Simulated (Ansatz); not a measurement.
The same path of Cl3HSi (5 atoms, charge 0, multiplicity 1) was run twice with different band settings. Lost on the way: Si1–Cl2, Si1–H3. Made: Cl2–H3.

Level of theory: RKS B3LYP/def2-SVP in Ansatz.

Relaxed end points:

```xyz
5
Properties=species:S:1:pos:R:3
Si 0.286 0.000 0.074
Cl 0.628 0.000 2.103
H 1.576 0.000 -0.641
Cl -0.785 1.680 -0.442
Cl -0.785 -1.680 -0.442
```

```xyz
5
Properties=species:S:1:pos:R:3
Si -0.286 0.000 -1.026
Cl 1.582 0.000 1.695
H 2.614 0.000 0.918
Cl -1.495 1.638 -0.467
Cl -1.495 -1.638 -0.467
```

Common settings: spring 5.0 eV/Å²; optimiser quadratic models (default); start path through a guess of the saddle point; force threshold 0.05 eV/Å; iteration limit 60; end points relaxed.

| run | movable images | climbing image |
| --- | --- | --- |
| 1 | 5 | yes |
| 2 | 4 | no |

What does each run give, and how far can it be trusted?

Run 1: converged after 11 iterations, highest image 2.827 eV above the first end. Neighbouring images differ by up to 1.4 eV, so the band resolves the path poorly. A vibrational analysis at the climbing image gives one clearly imaginary mode, 945i cm⁻¹: a first-order saddle point.
Run 2: converged after 10 iterations, highest image 2.684 eV above the first end. Neighbouring images differ by up to 1.9 eV, so the band resolves the path poorly. No image climbed, so the highest image needn't sit at the top of the path.
The orbitals stay closed-shell, which can raise the energy where a bond breaks towards radicals; this wasn't checked here.
